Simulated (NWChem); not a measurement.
System: CH5ClOSi; SMILES C[Si@H](O)Cl

```xyz
9

C     -1.4353    -1.2645     0.2402
Si     0.1009    -0.4198    -0.3854
O      1.4932    -1.0315     0.2711
Cl    -0.0693     1.5999     0.0844
H     -1.5664    -1.1042     1.3216
H     -1.3803    -2.3485     0.0527
H     -2.3272    -0.8687    -0.2696
H      0.2694    -0.5418    -1.8524
H      1.6238    -0.9316     1.2187
```
Atoms are numbered in this order, from 1.

Program: NWChem. Coordinates come from a PBE0/def2-SVP optimisation. Atomic charges in e: unrestrained fits to the electrostatic potential beside Mulliken populations; buried atoms are poorly determined by the fit.

### Question
What does the run give for B3LYP/def2-SVP? Quantities: ESP C1; Mulliken C1; ESP Si2; Mulliken Si2; ESP O3; Mulliken O3; ESP Cl4; Mulliken Cl4; relative RMS misfit of the potential (%).

### Answer
```yaml
ESP C1: -0.34
Mulliken C1: -0.26
ESP Si2: 0.75
Mulliken Si2: 0.68
ESP O3: -0.64
Mulliken O3: -0.38
ESP Cl4: -0.28
Mulliken Cl4: -0.29
relative RMS misfit of the potential (%): 26
```
